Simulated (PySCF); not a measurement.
C2H6Mg, triplet, geometry from GFN2-xTB (such geometries of metal compounds can be far from the true shape) (a higher spin typed on purpose: for a closed-shell molecule this is an excited state); HF/def2-SVP (PySCF).

Here is a job for PySCF.
```python
from pyscf import gto, scf

mol = gto.Mole()
mol.atom = '''
    Mg    0.00649239    0.00659633    0.00925361
    C     1.77650181    0.27541309   -1.45305501
    H     2.44227962   -0.56672341   -1.29653556
    H     2.24984063    1.22007834   -1.20720284
    H     1.35338380    0.27970239   -2.45206587
    C    -1.78374404   -0.28277125    1.44273267
    H    -2.26749666   -1.20844971    1.14918074
    H    -2.43315947    0.57598957    1.30953451
    H    -1.37930330   -0.33560416    2.44797978
'''
mol.basis = 'def2-svp'
mol.spin = 2
mol.verbose = 4
mol.build()

mf = scf.UHF(mol)
mf.init_guess = 'mod_huckel'
mf.kernel()
```

What the program printed (banner, timings and long lists left out):

```
PySCF version 2.14.0

[INPUT] verbose = 4
[INPUT] num. atoms = 9
[INPUT] num. electrons = 30
[INPUT] charge = 0
[INPUT] spin (= nelec alpha-beta = 2S) = 2
[INPUT] symmetry False subgroup None
[INPUT] Mole.unit = angstrom
[INPUT] Symbol           X                Y                Z      unit          X                Y                Z       unit  Magmom
[...]
nuclear repulsion = 74.5607851027033
number of shells = 38
number of NR pGTOs = 126
number of NR cGTOs = 76
basis = def2-svp
ecp = {}

******** <class 'pyscf.scf.uhf.UHF'> ********
method = UHF
initial guess = mod_huckel
damping factor = 0
level_shift factor = 0
DIIS = <class 'pyscf.scf.diis.CDIIS'>
diis_start_cycle = 1
diis_space = 8
diis_damp = 0
SCF conv_tol = 1e-09
SCF conv_tol_grad = None
SCF max_cycles = 50
direct_scf = True
direct_scf_tol = 1e-13
number electrons alpha = 16  beta = 14
Set gradient conv threshold to 3.16228e-05
Initial guess from on-the-fly Huckel, doi:10.1021/acs.jctc.8b01089,
employing the updated GWH rule from doi:10.1021/ja00480a005.
Spherically averaged atomic HF for {'Mg', 'H', 'C'}

******** <class 'pyscf.scf.atom_hf.AtomSphAverageRHF'> ********
method = AtomSphAverageRHF
initial guess = minao
damping factor = 0
level_shift factor = 0
DIIS = <class 'pyscf.scf.diis.CDIIS'>
diis_start_cycle = 1
diis_space = 8
diis_damp = 0
SCF conv_tol = 1e-09
SCF conv_tol_grad = None
SCF max_cycles = 50
direct_scf = True
direct_scf_tol = 1e-13
atom = Mg
Set gradient conv threshold to 3.16228e-05
Initial guess from minao.
init E= -199.521912648029
cycle= 1 E= -199.534689176873  delta_E= -0.0128  |g|=    0  |ddm|= 0.255
cycle= 2 E= -199.534798436465  delta_E= -0.000109  |g|=    0  |ddm|= 0.0755
cycle= 3 E= -199.53481066245  delta_E= -1.22e-05  |g|=    0  |ddm|= 0.0346
cycle= 4 E= -199.534810664456  delta_E= -2.01e-09  |g|=    0  |ddm|= 0.000415
cycle= 5 E= -199.534810664466  delta_E= -1.03e-11  |g|=    0  |ddm|= 3.04e-05
Extra cycle  E= -199.534810664466  delta_E=    0  |g|=    0  |ddm|= 9.09e-08
Atomic HF for atom  Mg  converged. SCF energy = -199.534810664466

******** <class 'pyscf.scf.atom_hf.AtomSphAverageRHF'> ********
method = AtomSphAverageRHF
initial guess = minao
damping factor = 0
level_shift factor = 0
DIIS = <class 'pyscf.scf.diis.CDIIS'>
diis_start_cycle = 1
diis_space = 8
diis_damp = 0
SCF conv_tol = 1e-09
SCF conv_tol_grad = None
SCF max_cycles = 50
direct_scf = True
direct_scf_tol = 1e-13
atom = C
Set gradient conv threshold to 3.16228e-05
Initial guess from minao.
init E= -37.2333149440104
cycle= 1 E= -37.2800860473189  delta_E= -0.0468  |g|=    0  |ddm|= 0.442
cycle= 2 E= -37.2840519877499  delta_E= -0.00397  |g|=    0  |ddm|= 0.177
cycle= 3 E= -37.2844600537634  delta_E= -0.000408  |g|=    0  |ddm|= 0.0341
cycle= 4 E= -37.2844632102069  delta_E= -3.16e-06  |g|=    0  |ddm|= 0.00702
cycle= 5 E= -37.2844632104837  delta_E= -2.77e-10  |g|=    0  |ddm|= 4.49e-05
Extra cycle  E= -37.284463210485  delta_E= -1.39e-12  |g|=    0  |ddm|= 4.1e-06
Atomic HF for atom  C  converged. SCF energy = -37.284463210485

******** 1 electron system ********
Atomic HF for atom  H  converged. SCF energy = -0.499278405714347

init E= -277.766035205145
cycle= 1 E= -278.435938490585  delta_E= -0.67  |g|= 0.423  |ddm|= 1.31
cycle= 2 E= -278.532558874551  delta_E= -0.0966  |g|= 0.173  |ddm|= 0.827
cycle= 3 E= -278.551473368991  delta_E= -0.0189  |g|= 0.0358  |ddm|= 0.224
cycle= 4 E= -278.554998741575  delta_E= -0.00353  |g|= 0.0118  |ddm|= 0.295
cycle= 5 E= -278.555610124903  delta_E= -0.000611  |g|= 0.00344  |ddm|= 0.19
cycle= 6 E= -278.555672064145  delta_E= -6.19e-05  |g|= 0.00116  |ddm|= 0.0726
cycle= 7 E= -278.555682124086  delta_E= -1.01e-05  |g|= 0.000874  |ddm|= 0.015
cycle= 8 E= -278.555690349296  delta_E= -8.23e-06  |g|= 0.00086  |ddm|= 0.00765
cycle= 9 E= -278.555689056327  delta_E= 1.29e-06  |g|= 0.000857  |ddm|= 0.00117
cycle= 10 E= -278.555629057741  delta_E= 6e-05  |g|= 0.000716  |ddm|= 0.0603
cycle= 11 E= -278.555547610171  delta_E= 8.14e-05  |g|= 0.000686  |ddm|= 0.121
cycle= 12 E= -278.555546470946  delta_E= 1.14e-06  |g|= 0.000651  |ddm|= 0.00255
cycle= 13 E= -278.555515412607  delta_E= 3.11e-05  |g|= 0.000623  |ddm|= 0.0746
cycle= 14 E= -278.555457441211  delta_E= 5.8e-05  |g|= 0.00139  |ddm|= 0.116
cycle= 15 E= -278.55551340286  delta_E= -5.6e-05  |g|= 0.000509  |ddm|= 0.11
cycle= 16 E= -278.555508081439  delta_E= 5.32e-06  |g|= 0.000679  |ddm|= 0.013
cycle= 17 E= -278.555506728818  delta_E= 1.35e-06  |g|= 0.000695  |ddm|= 0.00336
cycle= 18 E= -278.5555134558  delta_E= -6.73e-06  |g|= 0.00058  |ddm|= 0.0167
cycle= 19 E= -278.55551819332  delta_E= -4.74e-06  |g|= 0.000462  |ddm|= 0.0118
cycle= 20 E= -278.555514822357  delta_E= 3.37e-06  |g|= 0.000463  |ddm|= 0.00879
cycle= 21 E= -278.555515036952  delta_E= -2.15e-07  |g|= 0.000439  |ddm|= 0.000698
cycle= 22 E= -278.555510658231  delta_E= 4.38e-06  |g|= 0.000447  |ddm|= 0.0113
cycle= 23 E= -278.55553099262  delta_E= -2.03e-05  |g|= 0.000404  |ddm|= 0.0519
cycle= 24 E= -278.555499434597  delta_E= 3.16e-05  |g|= 0.000426  |ddm|= 0.0804
cycle= 25 E= -278.555529133629  delta_E= -2.97e-05  |g|= 0.000408  |ddm|= 0.076
cycle= 26 E= -278.555566009529  delta_E= -3.69e-05  |g|= 0.000574  |ddm|= 0.0773
cycle= 27 E= -278.555501138199  delta_E= 6.49e-05  |g|= 0.000659  |ddm|= 0.147
cycle= 28 E= -278.555501362738  delta_E= -2.25e-07  |g|= 0.000665  |ddm|= 0.000678
cycle= 29 E= -278.55550215087  delta_E= -7.88e-07  |g|= 0.000658  |ddm|= 0.0019
cycle= 30 E= -278.555520657249  delta_E= -1.85e-05  |g|= 0.000611  |ddm|= 0.0474
cycle= 31 E= -278.555516194382  delta_E= 4.46e-06  |g|= 0.000612  |ddm|= 0.0116
cycle= 32 E= -278.55550336446  delta_E= 1.28e-05  |g|= 0.00062  |ddm|= 0.0331
cycle= 33 E= -278.555507560169  delta_E= -4.2e-06  |g|= 0.000623  |ddm|= 0.0108
cycle= 34 E= -278.555515668082  delta_E= -8.11e-06  |g|= 0.000534  |ddm|= 0.0204
cycle= 35 E= -278.555530991022  delta_E= -1.53e-05  |g|= 0.000559  |ddm|= 0.0392
cycle= 36 E= -278.555537824001  delta_E= -6.83e-06  |g|= 0.0006  |ddm|= 0.0164
cycle= 37 E= -278.555544858652  delta_E= -7.03e-06  |g|= 0.000596  |ddm|= 0.0155
cycle= 38 E= -278.555519228427  delta_E= 2.56e-05  |g|= 0.000472  |ddm|= 0.0621
cycle= 39 E= -278.555534730383  delta_E= -1.55e-05  |g|= 0.000505  |ddm|= 0.0387
cycle= 40 E= -278.555482204858  delta_E= 5.25e-05  |g|= 0.000702  |ddm|= 0.126
cycle= 41 E= -278.55550693765  delta_E= -2.47e-05  |g|= 0.000629  |ddm|= 0.0564
cycle= 42 E= -278.555511053718  delta_E= -4.12e-06  |g|= 0.000589  |ddm|= 0.0104
cycle= 43 E= -278.555517032761  delta_E= -5.98e-06  |g|= 0.000562  |ddm|= 0.0154
cycle= 44 E= -278.555519001302  delta_E= -1.97e-06  |g|= 0.000549  |ddm|= 0.00504
cycle= 45 E= -278.555528413437  delta_E= -9.41e-06  |g|= 0.000557  |ddm|= 0.024
cycle= 46 E= -278.55554201663  delta_E= -1.36e-05  |g|= 0.000575  |ddm|= 0.0319
cycle= 47 E= -278.555521629613  delta_E= 2.04e-05  |g|= 0.000544  |ddm|= 0.049
cycle= 48 E= -278.555517848255  delta_E= 3.78e-06  |g|= 0.000548  |ddm|= 0.00973
cycle= 49 E= -278.555496559177  delta_E= 2.13e-05  |g|= 0.000515  |ddm|= 0.054
cycle= 50 E= -278.555515345832  delta_E= -1.88e-05  |g|= 0.000365  |ddm|= 0.0467
SCF not converged.
SCF energy = -278.555515345832 after 50 cycles  <S^2> = 2.0567985  2S+1 = 3.0376297
```

Convergence was not reached.
